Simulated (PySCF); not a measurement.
Write a Z-matrix for `CC=C=C(F)B(C)C` as optimised with PBE0-D3(BJ)/def2-SVP.

Z-matrix in Å and degrees, rows numbered from 1:
```
C 
C   1  1.4988
C   2  1.3083  1  125.75
C   3  1.3227  2  176.51  1    91.90
F   4  1.3546  3  118.94  1   -96.49
B   4  1.5606  3  123.47  5  -179.83
C   6  1.5688  4  120.43  3    -3.09
C   6  1.5688  4  117.91  3   176.61
H   1  1.0980  2  111.58  3    -1.21
H   1  1.1020  2  110.43  3  -122.15
H   1  1.1020  2  110.52  3   119.65
H   2  1.1000  1  116.88  3  -179.75
H   7  1.0992  6  115.40  4    12.22
H   7  1.1024  6  111.33  4   137.83
H   7  1.1067  6  107.06  4  -107.62
H   8  1.0997  6  114.13  4   162.18
H   8  1.1003  6  113.05  4    35.13
H   8  1.1078  6  106.32  4   -80.01
```

The 3 C–C bonds span 1.308 Å (C2=C3, drawn double) to 1.499 Å (C1–C2, drawn single), a spread of 0.191 Å. Of the pairs four or more bonds apart, C3···H13 is among the closest relative to their van der Waals radii: 2.74 Å, 95 % of the sum of Bondi's values. B6 (three-coordinate boron) is planar (angles 121.7°, 120.4° and 117.9°, sum 360.0°, 0.00 Å off the plane of its three neighbours).

The calculation used PBE0-D3(BJ)/def2-SVP geometry optimisation, gas phase in PySCF.

Point group: C1 (no symmetry element, even within 0.4 Å). Stationary, but not proved a minimum.

Time: 98 s; peak memory 0.77 GiB. Hardware: Intel Xeon Platinum 8488C, one thread, shared host. That covers the optimisation of the geometry.
